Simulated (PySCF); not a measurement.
Bonds (- single, = double, # triple, : aromatic): C1=C2 1.339 Å, C2-C3 1.449 Å, C3=C4 1.341 Å, C4-C5 1.404 Å, C5#N6 1.148 Å, C2-Si7 1.895 Å, Si7-F8 1.613 Å. C1 carries H9, H10; C3 carries H11; C4 carries H12; Si7 carries H13, H14. Stereochemistry as in C=C(/C=C/C#N)[SiH2]F. H9 is cis to C3; H10 is trans to C3.

Theoretical values (PySCF 2.14): GFN2-xTB structure, PBE0/pcSseg-1 with gauge-including orbitals. One averaged value for each set of equivalent atoms, one conformer, in vacuum, non-relativistic.

Referencing at the same level of theory: TMS for 13C (186.93 ppm), 1H (31.72 ppm), 29Si (349.16 ppm); 15N (267.73 ppm) vs NH3; 19F (170.95 ppm) vs CFCl3.

```csv
atoms,nucleus,count,Hirshfeld charge,δ (ppm)
H13/H14,1H,2,-0.07,5.39
F8,19F,1,-0.20,-221.1
C1,13C,1,-0.06,148.0
H9,1H,1,0.06,6.48
H10,1H,1,0.06,6.22
C2,13C,1,-0.09,?
N6,15N,1,-0.22,?
C4,13C,1,-0.03,109.1
C3,13C,1,-0.01,?
H12,1H,1,0.06,5.71
H11,1H,1,0.06,?
C5,13C,1,0.08,123.1
Si7,29Si,1,0.43,-1.4
```

**Question.** Estimate the values marked ?.

**Answer.** 
- C3: 162.0 ppm, alkene CH; the olefinic region
- C2: 150.8 ppm, fully substituted alkene carbon; the olefinic region
- H11: 7.28 ppm, hydrogen on an alkene CH; attached to an sp2 carbon and in the plane of the double bond
- N6: 325.7 ppm, nitrile nitrogen

Shifts are as computed. Against solution values, carbons near 30 ppm lie about +3 ppm off and those near 130 ppm about +5 ppm. Of 1211 compounds with measured shifts, 218 miss one by over three times the rms of a fit or turn the order of signals round; such compounds aren't used in these exercises. Unscaled 19F shifts against computed CFCl3 carry errors that often reach 10 to 50 ppm. Experimental scales use liquid or dissolved standards, which lie at an offset from isolated NH3 (liquid NH3: subtract about 20 ppm). Unscaled 15N shifts of sp2 nitrogen come out 20 to 40 ppm too high even then.
